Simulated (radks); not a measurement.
Values are calculated unless marked as measured or tabulated.
Species: Nd IV. Configuration: [Xe] 4f1 6s2 (not the ground configuration).

Code: a radial shooting solver on a logarithmic mesh with Libxc functionals. Model: scalar-relativistic Kohn-Sham, PBE, spin-polarised, spherical densities, point nucleus; open shells are filled with parallel spins first (spin-orbit coupling, left out, can overturn this in heavy ions).

Energy parts (eV):
| part | energy |
|---|---|
| total | -261808.65 |
| kinetic | 278685.50 |
| electron-nucleus | -632905.35 |
| Hartree | 98395.59 |
| exchange-correlation | -5984.38 |

Orbitals (lengths in bohr, moments of r in powers of bohr; r(max) is where P^2 peaks):
| orbital | occ. | eigenvalue (eV) | r(max) |
|---|---|---|---|
| 1s up | 1 | -43457.06 | 0.01510 |
| 1s down | 1 | -43457.06 | 0.01510 |
| 2s up | 1 | -7075.970 | 0.08550 |
| 2s down | 1 | -7075.965 | 0.08550 |
| 2p up | 3 | -6330.712 | 0.06893 |
| 2p down | 3 | -6330.709 | 0.06893 |
| 3s up | 1 | -1582.262 | 0.2438 |
| 3s down | 1 | -1581.890 | 0.2438 |
| 3p up | 3 | -1347.302 | 0.2388 |
| 3p down | 3 | -1346.931 | 0.2388 |
| 3d up | 5 | -1021.282 | 0.1962 |
| 3d down | 5 | -1020.995 | 0.1962 |
| 4s up | 1 | -359.4702 | 0.5635 |
| 4s down | 1 | -358.5122 | 0.5634 |
| 4p up | 3 | -281.8199 | 0.5873 |
| 4p down | 3 | -280.8653 | 0.5872 |
| 4d up | 5 | -171.2580 | 0.6129 |
| 4d down | 5 | -170.3140 | 0.6128 |
| 5s up | 1 | -81.2228 | 1.263 |
| 5s down | 1 | -80.7636 | 1.265 |
| 5p up | 3 | -59.8545 | 1.396 |
| 5p down | 3 | -59.5121 | 1.399 |
| 4f up | 1 | -52.0600 | 0.6230 |
| 4f down | 0 | -51.1878 | 0.6233 |
| 6s up | 1 | -25.8293 | 2.838 |
| 6s down | 1 | -25.7563 | 2.845 |

The highest occupied level is 6s down at -25.756 eV. The configuration is held as typed, so some empty levels lie below it. The density falls to 0.001 e/bohr^3 at r = 4.42 bohr. Summed over all electrons, <r^2> = 51.85 bohr^2, which gives a Langevin (diamagnetic) susceptibility term of -41.1 x 10^-6 cm^3/mol. Spin moment in Bohr magnetons: 1.
